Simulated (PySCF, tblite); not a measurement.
Isomers of C6H9OP, one GFN2-xTB conformer each. Single-point energies are computed at PBE0/pcSseg-1 (PySCF, gas phase, no added dispersion term), electronic only.

Problem. Rank them by PBE0/pcSseg-1 energy, lowest first (kJ/mol).
A. `[CH2:1]=[CH:2][C:3]1=[CH:4][P@@H:5](=[O:6])[CH2:7][CH2:8]1` with C1–C2–C3–C4 173°, C3–C4–P5–O6 -137°, C4–P5–C7–C8 21°, P5–C7–C8–C3 -25°, C2–C3–C8–C7 -164°
B. `[CH3:1][P:2]1(=[O:3])[CH:4]=[CH:5][CH2:6][CH:7]=[CH:8]1` with C1–P2–C4–C5 88°, C4–C5–C6–C7 30°, C5–C6–C7–C8 -30°, C1–P2–C8–C7 -88°
C. `[CH:1]#[C:2][CH2:3][P@@:4]([CH3:5])(=[O:6])[CH:7]=[CH2:8]` with C2–C3–P4–C5 55°, C3–P4–C7–C8 -125°
D. `[CH2:1]=[CH:2][P:3]1(=[O:4])[CH2:5][CH:6]=[CH:7][CH2:8]1` with C1–C2–P3–O4 0°, C2–P3–C5–C6 86°, P3–C5–C6–C7 16°, C6–C7–C8–P3 -16°, C2–P3–C8–C7 -85°

Solution. B (0.0), D (16.0), A (22.4), C (151.0).

As drawn, the highest has a C≡C bond, which the lowest lacks. Neighbours under 10 kJ/mol apart (C=CP1(=O)CC=CC1 and C=CC1=C[P@@H](=O)CC1) can change places with a better method, another conformer or zero-point energy. GFN2-xTB itself gives, in the same order: 2.2, 20.6, 0.0, 152.9. GFN2-xTB puts C=CC1=C[P@@H](=O)CC1 lowest instead; measured from each level's own lowest isomer, the values differ by up to 22.4 kJ/mol (C=CC1=C[P@@H](=O)CC1: 0.0 against 22.4).

Problem. Which frontier levels, dipoles and rotational constants go with these structures?

Solution. 
```csv
SMILES,"HOMO (eV, PBE0/pcSseg-1)",LUMO (eV),dipole (D),"A, B, C (MHz)"
CP1(=O)C=CCC=C1,-7.48,-0.78,5.16,"2881, 1509, 1358"
C=CP1(=O)CC=CC1,-7.54,-0.63,3.73,"2971, 1409, 1317"
C=CC1=C[P@@H](=O)CC1,-7.32,-1.64,4.96,"4788, 1018, 878.0"
C#CC[P@@](C)(=O)C=C,-7.50,-0.65,3.33,"2393, 1318, 1121"
```

Problem. What happens when harmonic zero-point energies from GFN2-xTB frequencies are added?

Solution. 
```json
{"SMILES": "CP1(=O)C=CCC=C1", "ZPE (kJ/mol)": "348.7", "electronic (kJ/mol)": "0.0", "with ZPE (kJ/mol)": "0.0"}
{"SMILES": "C=CP1(=O)CC=CC1", "ZPE (kJ/mol)": "347.5", "electronic (kJ/mol)": "16.0", "with ZPE (kJ/mol)": "14.9"}
{"SMILES": "C=CC1=C[P@@H](=O)CC1", "ZPE (kJ/mol)": "347.8", "electronic (kJ/mol)": "22.4", "with ZPE (kJ/mol)": "21.6"}
{"SMILES": "C#CC[P@@](C)(=O)C=C", "ZPE (kJ/mol)": "336.4", "electronic (kJ/mol)": "151.0", "with ZPE (kJ/mol)": "138.8"}
```

The zero-point energies span 12.3 kJ/mol. The order is unchanged.
